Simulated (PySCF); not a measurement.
**Exercise with solution: dipole moment from atomic charges**

Sb(F)2(SiH3) (F₂H₃SbSi), SMILES [F][Sb]([F])[SiH3]. Atoms are numbered in the order given.

```xyz
7

Sb    -0.4682     0.3607     0.0000
F     -0.7699    -0.9102     1.4457
F     -0.7699    -0.9102    -1.4457
Si     2.1358    -0.1034     0.0000
H      2.4751    -0.8770    -1.2273
H      2.4751    -0.8770     1.2273
H      2.8852     1.1895     0.0000
```
Charge 0, spin multiplicity 1.

Geometry optimised at B3LYP-D3(BJ)/def2-SVP. The geometry has at least one imaginary mode, so it is a saddle point at that level. The def2 effective core potentials stand for the cores of Sb; spin–orbit coupling is left out.

Charges (e) from PySCF with B3LYP/def2-TZVP:

| atom | Mulliken | ESP fit |
|---|---|---|
| Sb1 | 0.964 | 0.500 |
| F2 | -0.472 | -0.288 |
| F3 | -0.472 | -0.288 |
| Si4 | 0.060 | 0.278 |
| H5 | -0.019 | -0.058 |
| H6 | -0.019 | -0.058 |
| H7 | -0.043 | -0.086 |

The dipole moment of the full density is 3.45 D.

What dipole moment does each set of point charges give, and which comes closer to that of the density?


μ = Σ q r, and 1 e Å = 4.8032 D.
Mulliken: Σ q r = (0.185, 1.183, 0.000) e Å, |μ| = 5.75 D.
ESP fit: Σ q r = (0.268, 0.675, 0.000) e Å, |μ| = 3.49 D.
ESP fit comes closer in size. Point charges leave out the atoms' own dipoles (lone pairs, polarised bonds); fits to the potential absorb them, partitions of the density don't.
